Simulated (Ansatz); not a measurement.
## Molecular dynamics of C₂H₈BN₃

The input (input.yaml):

```yaml
crystal:
  periodic: [false, false, false]
  atoms:
    - { symbol: C, position_ang: [-0.504875, -0.128763, 2.208409] }
    - { symbol: B, position_ang: [0.139436, -0.230404, 0.791704] }
    - { symbol: "N", position_ang: [1.117594, -0.735426, 0.035006] }
    - { symbol: C, position_ang: [0.212164, 0.098849, -0.728962] }
    - { symbol: "N", position_ang: [-0.527453, -0.605735, -1.820161] }
    - { symbol: "N", position_ang: [0.753671, 1.391477, -1.195816] }
    - { symbol: H, position_ang: [0.009942, -0.745185, 2.937342] }
    - { symbol: H, position_ang: [-1.54691, -0.432384, 2.183473] }
    - { symbol: H, position_ang: [-0.477617, 0.898933, 2.558232] }
    - { symbol: H, position_ang: [2.014146, -1.187399, -0.132603] }
    - { symbol: H, position_ang: [-1.444251, -0.136649, -1.920213] }
    - { symbol: H, position_ang: [-0.762698, -1.550717, -1.474673] }
    - { symbol: H, position_ang: [1.033073, 1.269698, -2.183411] }
    - { symbol: H, position_ang: [-0.029122, 2.064506, -1.229328] }
magnetization:
  spin_polarized: true
basis:
  gaussian: { orbitals: STO-3G }
hamiltonian:
  xc: hf
md:
  timestep: 0.5
  n_steps: 150
  ensemble: nvt_langevin
  temperature: 1000.0
  initial_velocities: maxwell_boltzmann
  seed: 875069
  friction: 0.05
```

Command:

```bash
$ ansatz run input.yaml --threads 1 --pin off --max-ram 2048MiB --backend cpu --events-out ev --progress --plain --runs-dir out
```

It starts from a relaxed structure.

Output, in part (one step line in 6, the closing report, with atoms numbered from 0):

```
md step     0: t =     0.00 fs  T =   928.6 K  F+E_penalty+E_count = -7212.04762446 eV  E_kin = 1.680380 eV  (30 SCF iters)
md step     6: t =     3.00 fs  T =   593.2 K  F+E_penalty+E_count = -7211.34944316 eV  E_kin = 1.073514 eV  (29 SCF iters)
md step    12: t =     6.00 fs  T =   436.9 K  F+E_penalty+E_count = -7211.06260767 eV  E_kin = 0.790689 eV  (29 SCF iters)
md step    18: t =     9.00 fs  T =   742.5 K  F+E_penalty+E_count = -7211.24397311 eV  E_kin = 1.343693 eV  (29 SCF iters)
md step    24: t =    12.00 fs  T =   679.0 K  F+E_penalty+E_count = -7211.18047098 eV  E_kin = 1.228721 eV  (28 SCF iters)
md step    30: t =    15.00 fs  T =   563.3 K  F+E_penalty+E_count = -7211.16149627 eV  E_kin = 1.019429 eV  (29 SCF iters)
md step    36: t =    18.00 fs  T =   520.7 K  F+E_penalty+E_count = -7211.23823243 eV  E_kin = 0.942259 eV  (29 SCF iters)
md step    42: t =    21.00 fs  T =   668.5 K  F+E_penalty+E_count = -7211.05772556 eV  E_kin = 1.209775 eV  (29 SCF iters)
md step    48: t =    24.00 fs  T =   834.4 K  F+E_penalty+E_count = -7211.11461363 eV  E_kin = 1.509988 eV  (28 SCF iters)
md step    54: t =    27.00 fs  T =  1210.2 K  F+E_penalty+E_count = -7211.07643012 eV  E_kin = 2.189971 eV  (28 SCF iters)
md step    60: t =    30.00 fs  T =   746.8 K  F+E_penalty+E_count = -7210.57981670 eV  E_kin = 1.351467 eV  (29 SCF iters)
md step    66: t =    33.00 fs  T =   845.3 K  F+E_penalty+E_count = -7210.77460752 eV  E_kin = 1.529713 eV  (29 SCF iters)
md step    72: t =    36.00 fs  T =   985.0 K  F+E_penalty+E_count = -7211.13952808 eV  E_kin = 1.782424 eV  (29 SCF iters)
md step    78: t =    39.00 fs  T =   836.8 K  F+E_penalty+E_count = -7210.99081015 eV  E_kin = 1.514323 eV  (29 SCF iters)
md step    84: t =    42.00 fs  T =   782.8 K  F+E_penalty+E_count = -7210.82942023 eV  E_kin = 1.416610 eV  (29 SCF iters)
md step    90: t =    45.00 fs  T =   693.5 K  F+E_penalty+E_count = -7211.05447889 eV  E_kin = 1.255058 eV  (28 SCF iters)
md step    96: t =    48.00 fs  T =   585.0 K  F+E_penalty+E_count = -7210.94994506 eV  E_kin = 1.058662 eV  (28 SCF iters)
md step   102: t =    51.00 fs  T =   910.5 K  F+E_penalty+E_count = -7211.08836288 eV  E_kin = 1.647647 eV  (28 SCF iters)
md step   108: t =    54.00 fs  T =   870.0 K  F+E_penalty+E_count = -7210.99801677 eV  E_kin = 1.574432 eV  (29 SCF iters)
md step   114: t =    57.00 fs  T =   754.6 K  F+E_penalty+E_count = -7210.37208306 eV  E_kin = 1.365510 eV  (29 SCF iters)
md step   120: t =    60.00 fs  T =   793.7 K  F+E_penalty+E_count = -7210.90105779 eV  E_kin = 1.436257 eV  (28 SCF iters)
md step   126: t =    63.00 fs  T =   965.6 K  F+E_penalty+E_count = -7210.82754208 eV  E_kin = 1.747307 eV  (27 SCF iters)
md step   132: t =    66.00 fs  T =   726.4 K  F+E_penalty+E_count = -7210.30743964 eV  E_kin = 1.314580 eV  (29 SCF iters)
md step   138: t =    69.00 fs  T =   896.4 K  F+E_penalty+E_count = -7210.69442954 eV  E_kin = 1.622222 eV  (29 SCF iters)
md step   144: t =    72.00 fs  T =  1018.6 K  F+E_penalty+E_count = -7210.76515675 eV  E_kin = 1.843316 eV  (28 SCF iters)
md step   150: t =    75.00 fs  T =  1167.7 K  F+E_penalty+E_count = -7210.80690951 eV  E_kin = 2.113074 eV  (49 SCF iters)
Total energy: -7210.80690951 eV, -264.9922662639 hartree
Atom 0 at    -0.696450    -0.466915     2.058175 Å, force     4.446954    -1.083624    -0.058012 eV/Å
Atom 1 at    -0.000411    -0.408457     0.633823 Å, force    -0.393532     1.307597     0.707204 eV/Å
Atom 2 at     1.157794    -0.566803     0.017263 Å, force     0.474678    -0.802002    -1.432218 eV/Å
Atom 3 at     0.216839     0.115983    -0.854552 Å, force    -1.199742    -1.904233     1.796957 eV/Å
Atom 4 at    -0.189575    -0.621000    -2.096105 Å, force    -0.138026    -0.905680    -1.293057 eV/Å
Atom 5 at     0.587643     1.517584    -1.111997 Å, force    -0.101380    -0.232596    -2.377150 eV/Å
Atom 6 at     0.085628    -0.669838     2.865483 Å, force    -1.266102     1.255251    -1.639195 eV/Å
Atom 7 at    -1.215860    -1.385952     2.092849 Å, force    -2.323001    -0.389474     0.149984 eV/Å
Atom 8 at    -1.175797     0.477895     2.197034 Å, force    -1.225865    -0.065827     0.776589 eV/Å
Atom 9 at     2.078454    -0.962905    -0.134485 Å, force     0.367887     0.048341     0.194945 eV/Å
Atom 10 at    -1.119083    -0.279965    -2.567280 Å, force     2.532781    -1.797398     1.991014 eV/Å
Atom 11 at    -0.000448    -1.701687    -2.057201 Å, force    -1.532843     3.441385    -0.008766 eV/Å
Atom 12 at     1.230941     1.362821    -1.925684 Å, force     0.427494     0.772528     0.519478 eV/Å
Atom 13 at    -0.225346     1.879874    -1.659153 Å, force    -0.069303     0.355734     0.672227 eV/Å
Dipole moment:    -0.110078    -0.414753    -0.153550 e Å
```

The run went to its last step. The mean temperature of the second half is 17 % below the set value. A run of 0.075 ps of so small a system gives no equilibrium averages. Limits of this set-up: minimal basis.

The same pairs are bonded in the first frame and the last. Pairs count as bonded within 1.25 times the sum of covalent radii (0.12 Å more for H–H).

Last frame:

```xyz
14
Properties=species:S:1:pos:R:3
C -0.696 -0.467 2.058
B 0.000 -0.408 0.634
N 1.158 -0.567 0.017
C 0.217 0.116 -0.855
N -0.190 -0.621 -2.096
N 0.588 1.518 -1.112
H 0.086 -0.670 2.865
H -1.216 -1.386 2.093
H -1.176 0.478 2.197
H 2.079 -0.963 -0.135
H -1.119 -0.280 -2.567
H 0.000 -1.702 -2.057
H 1.231 1.363 -1.926
H -0.225 1.880 -1.659
```

The run took 2.6 min on 1 thread of Arm Neoverse V1, on a shared host, peak memory 0.09 GiB.
